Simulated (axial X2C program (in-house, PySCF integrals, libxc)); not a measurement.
# Worked dissociation energy of CrSi⁻: BLYP, two-component

Computed with an in-house relativistic program for diatomic molecules. Two-component (2c) means X2C with spin–orbit coupling and atomic mean-field two-electron Coulomb and Gaunt terms. Basis: Cr dyall-acv3z [10s11p7d4f2g], Si dyall-av3z [9s8p3d2f] (cores contracted in-house); Gaussian nuclei, density fitting, unrestricted open shells. Masses: Cr 51.941 u, Si 27.977 u.

Molecular state: Ω = 3/2 (⟨Sz⟩ = 1.50, ⟨Lz⟩ = 0.00 at BLYP).

- E(Cr) (2M_J = 6): -1050.604400 hartree
- E(Si-) (2M_J = 3): -290.010178 hartree
- E(CrSi⁻) at Re: -1340.696232 hartree
- ωe: 317.6 cm⁻¹
- ωexe: 1.86 cm⁻¹

Work out De and D0.

De = -1050.604400 + (-290.010178) − (-1340.696232) = 0.08165 hartree = 2.222 eV. The zero-point energy is ωe/2 − ωexe/4 = 158 cm⁻¹ = 0.020 eV, so D0 = 2.202 eV.

Occupations by symmetry block were frozen at the best pattern of an incomplete PBE0 search. Dissociation energies refer to the lowest single-determinant-based atoms at the same level and basis. Density functionals use the spin component along the axis (collinear). Without a current term, density functionals place determinants with orbital angular momentum somewhat too high. With several unpaired electrons one determinant need not be a pure state. The highest occupied level of some functionals is positive through self-interaction error; at Hartree–Fock it is bound. This is the top spin component of a Σ state; components of lower Ω are not single determinants and can lie lower. The determinant is spin-polarised beyond a pure state at some levels (its spin-free form has ⟨S²⟩ too high), which makes Re and μ there less reliable.

Each atomic determinant is the lowest at this level and need not be a pure J level. Totals compare only within one Hamiltonian and basis.
